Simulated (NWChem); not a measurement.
Total energies of AgCl

```
Cl
Ag 1 2.3011
```
Charge 0, spin multiplicity 1.

Program: NWChem. All single points use one geometry, from PBE0/def2-SVP with def2 effective core potentials on Ag, a minimum by its harmonic frequencies.

Basis set: def2-QZVP (142 functions).

```tsv
method	total energy (Ha)	relative cost
RHF	-605.68815	1
MP2	-606.31396	under 3
B2PLYP	-606.96925	4
PBE	-607.07653	under 3
B3LYP	-607.32196	under 3
CAM-B3LYP	-607.23376	20
```

Total energies of different functionals aren't comparable as a measure of quality: only differences taken within one method are. Costs are rough ratios of processor time within this set of runs, SCF included, with RHF as 1.

Effective core potentials replace the inner electrons of Ag; spin-orbit coupling is left out. The correlated methods keep 9 core orbitals frozen. B3LYP has NWChem's definition, with VWN1-RPA local correlation. GW and range-separated runs recompute their integrals, the others keep them in memory, which bears on the times. The structure started from a generated list of species.
